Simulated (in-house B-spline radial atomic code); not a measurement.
**The fluorine ion F⁶⁺: [He] (6f5/2)1 (an excited or competing configuration)**

Level of theory: Dirac-Hartree-Fock, average of the jj configuration, Fermi nucleus of rms radius 2.8976 fm; calculated with a radial B-spline atomic code at the basis-set limit.

Z_r = [3n² - l(l+1)]/(2<r>); Z_e = n√(-2ε); the last column is Slater's effective charge. Values are occupation-weighted means over j.

```
shell  electrons   ε (eV)  <r> (bohr)   Z_r   Z_e  Slater
   1s          2  -949.21      0.1737  8.64  8.35    8.70
   6f          1  -18.521       6.856  7.00  7.00    7.00
```

The least bound orbital is 6f5/2 at -18.52 eV, and it is also the most diffuse (<r> = 6.856 bohr).

For the 1s electron the small component carries 0.101 % of the norm, the zero-frequency Breit interaction raises the level by 0.2376 eV, self-energy by 0.1001 eV, and vacuum polarisation lowers it by 0.005132 eV.
